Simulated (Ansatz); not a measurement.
C2H8GaN, SMILES [CH3][Ga]([CH3])[NH2].

Geometry: TPSSh-D3(BJ)/def2-SVP. The isomer is the one that the SMILES or the coordinates give; other isomers of the formula were not compared. Other conformers were not sampled.

Two levels are set side by side: PBE/def2-SVPD (Ansatz, a program for electronic structure) and PBE0/def2-SVPD (Ansatz). Energy differences of separate SCF runs at the same geometry; the states with an electron removed or added have multiplicity 2 and 2. Differences are taken from unrounded values.

```tsv
quantity	PBE
vertical ionisation energy (eV)	8.97
vertical singlet–triplet gap (eV)	5.15
```

**Question.** These are the PBE values. What does PBE0 give? (An estimate is asked for; the answer gives what the named calculation found.)

**Answer.** 
| quantity | PBE0 | PBE minus PBE0 |
|---|---|---|
| vertical ionisation energy (eV) | 9.23 | -0.26 |
| vertical singlet–triplet gap (eV) | 5.41 | -0.26 |
